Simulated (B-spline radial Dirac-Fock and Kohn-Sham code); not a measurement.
K-line shifts caused by a second vacancy in Sc

System: atomic scandium, configuration [Ar] 3d2 4s1 (not the ground configuration).

Method: multi-electron Dirac-Fock with separately optimised hole states, Breit and Lamb-shift corrections added in first order. Computed with a radial atomic solver. Each two-hole energy is an average over J within one jj subconfiguration, not an observable level; in light atoms, where LS coupling holds, the j-resolved values are not observed lines, and for a K spectator the Kα1 hypersatellite is nearly forbidden. No correlation.

Lines without a spectator: Kα2 (K-L2) 4085.9 eV, Kα1 (K-L3) 4090.4 eV, Kβ3 (K-M2) 4459.3 eV, Kβ1 (K-M3) 4459.8 eV. Shifts in eV with one spectator hole (a dash: not computed, or left out as unreliable):

```tsv
spectator hole	Kα2	Kα1	Kβ3	Kβ1
K (1s)	+216.0	+217.0	+268.1	+268.2
L2 (2p1/2)	+17.90	+22.07	–	+53.3
L3 (2p3/2)	+21.07	+20.00	+52.2	–
M2 (3p1/2)	–	+1.15	+3.44	+4.56
M3 (3p3/2)	+1.07	–	+4.40	+4.08
```

With n spectator holes in 2p, averaged over the 2p shell (energies in eV):

| n | KαLⁿ | step | hypersatellite KαʰLⁿ |
| --- | --- | --- | --- |
| 0 | 4088.9 | – | 4305.5 |
| 1 | 4109.6 | +20.7 | 4327.4 |
| 2 | 4131.4 | +21.8 | 4350.5 |
| 3 | 4154.4 | +23.0 | 4374.8 |
| 4 | 4178.6 | +24.2 | 4400.4 |
| 5 | 4204.1 | +25.5 | 4427.1 |
